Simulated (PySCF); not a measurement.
C3H6BBr, SMILES C=CB(C)Br. Atoms are numbered in the order given.

```xyz
11

B      0.3025    -0.5541     0.0000
Br    -0.2046     1.3132     0.0000
C      1.8314    -0.8799     0.0000
H      2.0648    -1.9541     0.0000
H      2.3124    -0.4179     0.8783
H      2.3124    -0.4179    -0.8783
C     -0.8569    -1.5814     0.0000
C     -0.6476    -2.9084     0.0000
H     -1.8931    -1.2233     0.0000
H     -1.4707    -3.6312     0.0000
H      0.3627    -3.3310     0.0000
```
Charge 0, spin multiplicity 1.

Coordinates come from a PBE0-D3(BJ)/def2-SVP optimisation. Other conformers were not sampled.

Two levels are set side by side: PBE/pcSseg-1 (PySCF) and B3LYP/pcSseg-1 (PySCF). GIAO shifts against BF3 (¹¹B), TMS (¹H), TMS (¹³C) at the same level; non-relativistic, no solvent, atoms listed together averaged. Without spin–orbit terms, shifts of atoms bonded to Cl or Br come out too high at both levels. Differences are taken from unrounded values.

| quantity | B3LYP |
|---|---|
| δ(¹¹B) of B1 (ppm) | 64.0 |
| δ(¹³C) of C3 (ppm) | 12.1 |
| δ(¹³C) of C7 (ppm) | 153.5 |
| δ(¹³C) of C8 (ppm) | 151.9 |
| δ(¹H) of H9 (ppm) | 7.04 |

### Question
What does PBE give, and how far is it from B3LYP? (Estimate from the structure and the level; the computed values follow.)

### Answer

```
quantity              PBE  PBE minus B3LYP
------------------  -----  ---------------
δ(¹¹B) of B1 (ppm)   62.3             -1.8
δ(¹³C) of C3 (ppm)   12.7              0.6
δ(¹³C) of C7 (ppm)  152.8             -0.7
δ(¹³C) of C8 (ppm)  149.5             -2.4
δ(¹H) of H9 (ppm)    7.18             0.14
```

Rough cost on one machine, each run with all the roots and properties that it gave: B3LYP against PBE within a factor of 2.
